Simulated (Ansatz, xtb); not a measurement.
# Relative energy of two isomers of C4H10GaN

Structure I: `CC#[C][Ga@H-]([CH3])[NH3+]`, a singlet. Structure II: `C=C[CH2][GaH][NH]C`, a singlet. Both are isolated molecules in the gas phase, relaxed with r2SCAN-D4/def2-SVP, each in the lowest conformer that the search found.

Quicker runs give these differences E(II) − E(I): GFN2-xTB −17.46 kcal/mol; HF/STO-3G −2.24 kcal/mol (at GFN2-xTB geometries); r2SCAN-D4/def2-SVP//GFN2-xTB −4.17 kcal/mol.

Problem. Estimate E(II) − E(I) at the level CCSD(T)/def2-SVP + ΔMP2/def2-TZVPP.

Solution. Too close to call at this level: CCSD(T)/def2-SVP + ΔMP2/def2-TZVPP gives E(II) − E(I) = +0.74 kcal/mol.

The same difference at several levels:

```csv
level,geometry,E(II) − E(I) (kcal/mol),departure from the last row (kcal/mol),"job, with rough time for the two"
GFN2-xTB,GFN2-xTB,−17.46,−18.20,"optimisation, 0.34 s"
HF/STO-3G,GFN2-xTB,−2.24,−2.98,"single point, 0.5 s"
r2SCAN-D4/def2-SVP//GFN2-xTB,GFN2-xTB,−4.17,−4.91,"single point, 4.7 s"
r2SCAN-D4/def2-SVP,r2SCAN-D4/def2-SVP,−5.48,−6.22,"optimisation, 1.7 min"
HF/def2-SVP,r2SCAN-D4/def2-SVP,−0.45,−1.19,part of the CCSD(T) run
MP2/def2-SVP,r2SCAN-D4/def2-SVP,+0.56,−0.18,part of the CCSD(T) run
CCSD(T)/def2-SVP,r2SCAN-D4/def2-SVP,−2.25,−2.99,single point
CCSD(T)/def2-SVP + ΔMP2/def2-TZVPP,r2SCAN-D4/def2-SVP,+0.74,,"single point, 1.7 min"
```

As drawn, II has 1 C=C, 1 C–N, 2 C–H in place of 1 C≡C, 1 C–Ga, 2 N–H.

The largest departure from CCSD(T)/def2-SVP + ΔMP2/def2-TZVPP is that of GFN2-xTB, 18.20 kcal/mol. The last row adds to CCSD(T) the change of the MP2 difference between the two basis sets, here +2.99 kcal/mol.

With thermal terms from frequencies at re-optimised GFN2-xTB minima (ideal gas, soft modes damped towards free rotors, one conformer each, 298.15 K, 1 atm): the zero-point term adds +1.54 kcal/mol; ΔH is +0.94 and ΔG +4.13 kcal/mol.

The correlated steps freeze 14 core orbitals; the filled d shell of Ga is correlated, in a basis made for valence electrons. Mirror images aren't counted in ΔG. Codes used: Ansatz 0.2.0, xtb 6.7.1; the last row on 4 threads of Arm Neoverse V1 on a shared host.
